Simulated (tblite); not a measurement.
Compound: C5H4N3 (doublet state).
Geometry (GFN2-xTB, Å), atoms numbered from 1 in this order:
```xyz
12
C5H4N3 angstrom
C      1.443   -0.031    0.128
N      0.046   -0.323   -0.040
C     -0.508   -1.548   -0.304
C     -1.850   -1.312   -0.407
N     -2.145   -0.046   -0.229
C     -0.991    0.571   -0.004
C     -0.823    1.937    0.245
N     -0.660    3.054    0.454
H      1.553    0.913    0.661
H      1.938    0.053   -0.843
H      1.921   -0.827    0.699
H      0.076   -2.439   -0.386
```

The geometry is computed with GFN2-xTB (gas phase). This method treats the open shell by occupation alone, without spin polarisation.

Take the most abundant isotopes and a rigid rotor. 

Give the principal moments of inertia and the rotational constants in MHz.

Ia = 131.15, Ib = 237.64, Ic = 365.62 u·Å²; 505379 MHz·u·Å²/I gives A = 3853, B = 2127, C = 1382 MHz.

Classify the top.

An asymmetric top. Ray's parameter κ = (2B − A − C)/(A − C) = -0.398; −1 is the prolate and +1 the oblate limit.

What does the inertial defect say?

Not planar: Δ = Ic − Ia − Ib = -3.18 u·Å². For a rigid frame Δ = −2 Σ m c², so Σ m c² = 1.59 u·Å² lies off the ab plane, practically all of it from hydrogen. The atom farthest from that plane is 1.02 Å away.

For this open shell read J as N, the rotation without spin; fine and hyperfine splittings come on top. Its GFN2-xTB frequencies are all real (lowest 30 cm⁻¹). Constants of a rigid frame at the computed geometry: no zero-point averaging, no centrifugal distortion.
